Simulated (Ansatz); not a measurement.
Start from `CBN(C)C` and change one atom or group to get `CN(C)[SiH2]O`.

Ansatz, PBE0-D4/def2-TZVP geometries, multiplicity 1. Each molecule was computed in one conformer, which needn't be the lowest.

| property | `CBN(C)C` |
| --- | --- |
| HOMO energy (B3LYP/def2-TZVPP) / eV | -6.95 |
| HOMO–LUMO gap (PBE0/def2-TZVPP) / eV | 7.85 |
| ideal-gas entropy at 298 K and 1 bar (rigid rotor, harmonic PBE0-D4/def2-TZVP) / J/(mol·K) | 337 |
| HOMO–LUMO gap (PBE/def2-TZVPP) / eV | 5.67 |
| HOMO–LUMO gap (ωB97M-V/def2-TZVPP) / eV | 11.78 |
| LUMO energy (PBE/def2-TZVPP) / eV | -0.25 |

Problem. What does the change do to each property? (Best estimate.)

Solution. Computed: 
```csv
property,`CN(C)[SiH2]O`,shift
HOMO energy (B3LYP/def2-TZVPP) / eV,-6.33,0.62
HOMO–LUMO gap (PBE0/def2-TZVPP) / eV,7.14,-0.71
"ideal-gas entropy at 298 K and 1 bar (rigid rotor, harmonic PBE0-D4/def2-TZVP) / J/(mol·K)",356,19
HOMO–LUMO gap (PBE/def2-TZVPP) / eV,4.99,-0.68
HOMO–LUMO gap (ωB97M-V/def2-TZVPP) / eV,10.94,-0.84
LUMO energy (PBE/def2-TZVPP) / eV,-0.24,0.01
```

With PBE0 the HOMO rises by 0.62 eV and the LUMO falls by 0.09 eV, so the gap narrows by about 0.71 eV. PBE moves the HOMO by 0.68 eV and ωB97M-V by 0.59 eV. The zero-point energy changes by -49.7 kJ/mol with -3 modes. Modes under 60 cm⁻¹, often nearly free rotors, make the harmonic entropy too high.

B3LYP here is the variant with VWN-RPA as its local correlation; programs differ in this.
